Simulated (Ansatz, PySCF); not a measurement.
Ligand exchange on a metal centre used in film growth or etching (Zr Cl-NH2). Gas-phase values, no solvent. One relaxed conformer stands for each flexible species; it need not be the lowest.

Quantity: redistribution energy (mixed species minus the weighted end members), in kcal/mol.

Level 1: frozen-core CCSD(T)/def2-TZVPP // TPSS-D3(BJ)/def2-SVP (Ansatz, a program for electronic structure)
Level 2: PBE-D3(BJ)/def2-TZVP // TPSS-D3(BJ)/def2-SVP (PySCF)
Level 3: TPSSh-D3(BJ)/def2-TZVP // TPSS-D3(BJ)/def2-SVP (PySCF)
Level 4: B3LYP/LANL2DZ // TPSS-D3(BJ)/def2-SVP (PySCF)

```json
[
 {"species": "2 of 4 Cl replaced by NH2: [Zr(Cl)2(NH2)2]", "level 2": "-4.55", "level 3": "-4.95", "level 4": "-10.1"},
 {"species": "3 of 4 Cl replaced by NH2: [Zr(Cl)(NH2)3]", "level 2": "-5.21", "level 3": "-5.39", "level 4": "-9.31"},
 {"species": "1 of 4 Cl replaced by NH2: [Zr(Cl)3(NH2)]", "level 2": "-3.47", "level 3": "-3.75", "level 4": "-7.50"}
]
```

**Question.** What does level 1 give for each?

**Answer.** 
- 2 of 4 Cl replaced by NH2: [Zr(Cl)2(NH2)2]: -5.10
- 3 of 4 Cl replaced by NH2: [Zr(Cl)(NH2)3]: -5.24
- 1 of 4 Cl replaced by NH2: [Zr(Cl)3(NH2)]: -3.72
